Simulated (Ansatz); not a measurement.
Geometry optimisation, Ansatz, RKS PBE-D4/def2-SVP.

Input file:

```yaml
crystal:
  periodic: [false, false, false]
  atoms:
    - { symbol: Zn, position_ang: [0.592302, -0.723027, -8.0e-06] }
    - { symbol: O, position_ang: [0.524643, -0.079266, 1.735773] }
    - { symbol: H, position_ang: [-0.175548, -0.312236, 2.375237] }
    - { symbol: Cl, position_ang: [-0.740856, -0.770851, -1.659334] }
    - { symbol: O, position_ang: [2.701897, 1.134214, 1.032998] }
    - { symbol: Al, position_ang: [2.383049, -0.413268, 1.776505] }
    - { symbol: H, position_ang: [2.151737, -1.45984, 0.375191] }
    - { symbol: H, position_ang: [3.04322, -1.12209, 3.037399] }
    - { symbol: H, position_ang: [1.873057, 1.626064, 1.268639] }
basis:
  gaussian: { orbitals: def2-SVP }
hamiltonian:
  xc: pbe
  dispersion: d4
relax:
  f_tol: 0.03
  max_steps: 50
output:
  orbitals: {}
```

Run as:

```bash
$ ansatz run input.yaml --threads 4 --pin off --max-ram 5120MiB --backend cpu --events-out ev --progress --plain --runs-dir out
```

Question: Where does it end, and by what steps?

Answer: It converged. After 13 steps the energy has fallen by 0.551 eV; H9 moved furthest, 0.97 Å.

```tsv
step	energy less start (eV)	largest force component (eV/Å)	accepted
0	0.0000	1.954	yes
1	-0.1538	1.055	yes
2	-0.2760	0.713	yes
3	-0.3677	0.484	yes
4	-0.4252	0.423	yes
5	-0.4789	0.274	yes
6	-0.5153	0.632	yes
7	-0.5273	0.687	yes
8	-0.5224	0.429	no
9	-0.5480	0.125	yes
10	-0.5489	0.108	yes
11	-0.5493	0.035	yes
12	-0.5506	0.041	yes
13	-0.5507	0.012	yes
```

```xyz
9
Properties=species:S:1:pos:R:3
Zn 0.490 -1.016 -0.194
O 0.377 -0.234 1.640
H -0.330 -0.140 2.299
Cl -1.075 -1.584 -1.512
O 2.996 1.280 1.823
Al 2.201 -0.245 1.791
H 2.135 -0.877 0.050
H 2.837 -1.384 2.693
H 2.723 2.080 1.351
```

Time of the run: 27 s on 4 threads of Arm Neoverse V1, on a shared host, peak memory 0.18 GiB.
